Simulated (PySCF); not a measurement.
Compound: C₄H₆F₂OS₂.
Bonds: F1–C2, C2–F3, C2–O4, O4–C5, C5–S6, S6–C7, C7–C8, C8–S9, C5–S9. Hydrogens: H10 on C2; H11 on C5; H12, H13 on C7; H14, H15 on C8.

All values: CAM-B3LYP/def2-SVPD (PySCF, non-relativistic), on one gas-phase PBE0-D3(BJ)/def2-SVP geometry that isn't relaxed in the solvent. The solvent is an IEF-PCM continuum (Bondi radii, 1.10 Å for H, scaled by 1.2), and excitations are vertical TDDFT with non-equilibrium linear response and a frozen core. Specific hydrogen bonds and non-electrostatic terms are outside this model.

Gas-phase singlets (H = HOMO, L = LUMO):

```
state  E (eV)  λ (nm)      f  leading configurations
   S1   5.093     243  0.004                 H→L 78%
   S2   5.533     224  0.000    H-1→L 58%, H→L+2 13%
   S3   6.456     192  0.005    H→L+1 72%, H→L+2 10%
   S4   6.521     190  0.011    H→L+2 45%, H→L+1 11%
   S5   6.820     182  0.033    H→L+3 36%, H→L+4 21%
```

Give the list for benzene (ε = 2.271), n² = 2.25.

```json
{"state": "S1", "E (eV)": "5.118", "λ (nm)": "242", "f": "0.006", "leading configurations": "H→L 80%", "change by rank (eV)": "+0.025"}
{"state": "S2", "E (eV)": "5.558", "λ (nm)": "223", "f": "0.000", "leading configurations": "H-1→L 59%, H→L+3 16%", "change by rank (eV)": "+0.025"}
{"state": "S3", "E (eV)": "6.452", "λ (nm)": "192", "f": "0.007", "leading configurations": "H→L+1 80%", "change by rank (eV)": "-0.004"}
{"state": "S4", "E (eV)": "6.535", "λ (nm)": "190", "f": "0.018", "leading configurations": "H→L+2 58%, H-1→L+1 9%", "change by rank (eV)": "+0.014"}
{"state": "S5", "E (eV)": "6.825", "λ (nm)": "182", "f": "0.049", "leading configurations": "H→L+3 34%, H-1→L+1 16%", "change by rank (eV)": "+0.005"}
```

How does the list change in methanol (ε = 32.61)?

```csv
state,E (eV),λ (nm),f,leading configurations,change by rank (eV)
S1,5.186,239,0.006,H→L 80%,+0.093
S2,5.630,220,0.000,"H-1→L 61%, H→L+3 18%",+0.097
S3,6.474,192,0.007,H→L+1 83%,+0.018
S4,6.590,188,0.021,"H→L+2 64%, H-1→L+1 10%",+0.069
S5,6.869,180,0.045,"H→L+3 34%, H→L+5 22%",+0.049
```

The ground-state energy changes by -0.294 eV from gas to methanol. By how much does the total energy of gas-phase S1 change?

E(S1) = E(S0) + excitation energy, so it changes by -0.294 + 0.093 = -0.201 eV: it is lowered less than the ground state, which is what a blue shift means. This is the vertical state, with the slow part of the continuum still set for S0.

How do the frontier levels move from gas to methanol?

```csv
orbital,gas (eV),solvent (eV),change (eV),"Löwdin shares, gas","Löwdin shares, solvent"
LUMO+2,1.18,1.40,+0.22,"S6 44 %, S9 21 %, C5 8 %, H15 6 %","S6 44 %, S9 30 %, C5 6 %"
LUMO+1,1.02,1.16,+0.14,"S6 30 %, S9 25 %, C7 6 %, H11 5 %","S9 31 %, S6 31 %, C2 6 %, H11 4 %"
LUMO,0.51,0.78,+0.27,"S9 35 %, S6 31 %, C5 8 %, C8 7 %","S9 38 %, S6 31 %, C5 8 %, C8 6 %"
HOMO,-8.29,-8.14,+0.15,"S6 38 %, S9 37 %, C5 6 %, C7 6 %","S6 43 %, S9 32 %, C7 6 %, C5 6 %"
HOMO-1,-8.98,-8.85,+0.13,"S9 35 %, S6 34 %, C5 8 %, C7 7 %","S9 40 %, S6 29 %, C5 8 %, C7 7 %"
HOMO-2,-10.21,-10.09,+0.12,"S6 32 %, O4 25 %, S9 14 %, C5 10 %","S6 35 %, O4 21 %, S9 16 %, C5 10 %"
HOMO-3,-11.07,-10.92,+0.15,"O4 32 %, S9 21 %, S6 11 %, C5 9 %","O4 32 %, S9 18 %, S6 12 %, C7 10 %"
```

The HOMO–LUMO gap goes from 8.80 to 8.92 eV.
